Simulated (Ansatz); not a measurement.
Ansatz results at the PBE0-D4/def2-TZVP geometry: size of the dipole moment (ωB97M-V/def2-TZVPP) 2.13 D; LUMO energy (PBE0/def2-TZVPP) 0.10 eV; HOMO–LUMO gap (PBE0/def2-TZVPP) 6.55 eV.

Each molecule was computed in one conformer, which needn't be the lowest.

Task: Which molecule gave them?
A. `CNC[SeH]`
B. `O[B](O[SiH3])[AlH][F]`
C. `F/[C]([AlH2])=C\[SiH3]`
D. `C[Si](F)(F)CO`

Result: A. The others give `C[Si](F)(F)CO`: 0.77, 0.61, 8.35; `F/[C]([AlH2])=C\[SiH3]`: 1.39, -2.13, 5.73; `O[B](O[SiH3])[AlH][F]`: 1.48, -1.98, 5.48.
